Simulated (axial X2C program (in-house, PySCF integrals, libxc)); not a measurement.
## Correcting the dissociation energy of CaI for spin–orbit coupling

A spin-free CCSD(T) curve (one-electron X2C) was computed with an in-house all-electron X2C program for linear molecules (integrals from PySCF), basis I dyall-cv3z [11s12p8d4f1g], Ca dyall-cv3z [11s12p6d4f] (cores contracted in-house), for the state M_S = 1/2, Λ = 0 (beyond evenly filled blocks: σα). It gives D0 = 2.945 eV to I + Ca, which in a spin-free picture are the weighted means of the ground terms.

Correlated methods: 9 electrons correlated (number of frozen shells: I 4 s, 3 p, 2 d; Ca 3 s, 2 p), 299 virtual spin orbitals or spinors in MP2, 90 natural virtuals in coupled cluster.

Measured levels of the ground terms (NIST Handbook of Basic Atomic Spectroscopic Data), in cm⁻¹: I 2P: J = 3/2 at 0, J = 1/2 at 7603.1; Ca 1S: J = 0 at 0.

The molecular state has Λ = 0, so it has no first-order lowering.

How far does each ground level lie under the (2J+1)-weighted mean of its term?

I: (4 × 0 + 2 × 7603.1)/6 = 2534 cm⁻¹; Ca: a single level, 0.

Correct D0.

D0 = 2.945 + (0 − 2534)/8065.5 = 2.631 eV at CCSD(T) with these spin–orbit terms. The direct two-component run gives 2.659 eV; the difference holds second-order terms in the molecule, scalar two-electron terms, the gap between measured and computed atomic splittings (a 2c atom can miss part of its lowering) and, in coupled cluster, the truncation of each run.

Second-order spin–orbit effects in the molecule, which grow quickly with Z, are left out. One determinant describes the state; a PBE0 search over occupations chose it and may have missed a lower one. Dissociation energies refer to the lowest single-determinant-based atoms at the same level and basis. Coupled cluster ran in a truncated set of natural virtual spinors; the MP2 energy of the rest was added. (T) has no such correction and the atoms are truncated less, which lowers De at CCSD(T) by a hundredth of an eV or more. The outer-core s and p shells of the metal are frozen in the correlated rows, which leaves out core–valence correlation; for alkali and alkaline-earth bonds that tends to lengthen them. With the outer-core shells frozen, correlated bond lengths of heavy atoms tend to come out a few hundredths of an ångström too long.
